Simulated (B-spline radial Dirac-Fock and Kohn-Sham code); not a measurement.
**5p1/2 photoionisation of W⁴⁺ near threshold**

System: W⁴⁺, [Xe] 4f14 5d2. The computed 5p1/2 threshold is 100.9 eV; without correlation, outer thresholds are uncertain by 1 to 2 eV. With an open shell the threshold is an average over the terms of the final ion.

Calculated with an atomic code on a B-spline grid, using the independent-particle Dirac-Slater model, thresholds from Dirac-Fock. Interchannel coupling and autoionising resonances are not included, so magnitudes near threshold are approximate.

```csv
kinetic energy (eV),σ (Mb),β
1.5,0.339,1.75
1.9,0.335,1.73
2.3,0.330,1.72
2.9,0.324,1.70
3.7,0.317,1.67
4.6,0.308,1.64
5.7,0.298,1.61
7.2,0.285,1.57
9.0,0.270,1.52
11.2,0.254,1.46
14.0,0.235,1.38
17.5,0.214,1.29
21.9,0.190,1.18
27.4,0.165,1.04
34.2,0.140,0.88
42.8,0.116,0.69
53.5,0.0937,0.48
66.9,0.0748,0.26
83.7,0.0595,0.07
104.7,0.0479,-0.05
130.9,0.0394,-0.04
163.6,0.0332,0.08
204.6,0.0285,0.29
255.8,0.0248,0.53
319.9,0.0215,0.78
400.0,0.0183,1.00
```

The cross section shows no minimum in this range. It is largest at the lowest energy, 0.339 Mb. β ranges from -0.05 (at 104.7 eV) to 1.75.
